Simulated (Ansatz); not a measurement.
System: CH4BSe, charge 0, doublet. CH4BSe (SMILES C[B][SeH], doublet).
B3LYP-D3(BJ)/def2-TZVP minimum from Ansatz (an electronic-structure program):
```xyz
7

B      0.2134    -1.1746     0.0009
C      1.5017    -1.6721     0.7011
H      1.2425    -2.3857     1.4899
H      2.1193    -0.8839     1.1450
H      2.1198    -2.2275    -0.0117
Se    -0.4093     0.6200    -0.1738
H     -1.6425     0.3225    -0.9256
```
Charge 0, spin multiplicity 2.

Total energies in cc-pVDZ, 17 correlated electrons, 16 frozen orbitals. UHF or UKS for unpaired electrons; spin-orbit terms are left out. Cores are frozen in correlated methods (noble-gas shells, and filled d and f shells in the p block). No relativity.

| method | program | energy (Eh) | minus CCSDT(Q) (mEh) |
|---|---|---|---|
| HF | Ansatz | -2464.66813 | 378.81 |
| MP2 | Ansatz | -2464.99179 | 55.14 |
| CCSD | Ansatz | -2465.03374 | 13.19 |
| CCSD(T) | Ansatz | -2465.04505 | 1.88 |
| CCSDT(Q) | Ansatz | -2465.04693 | 0.00 |

Rough core times of Ansatz's runs on a shared machine: CCSD(T) under 20 s, CCSDT(Q) 5 min.
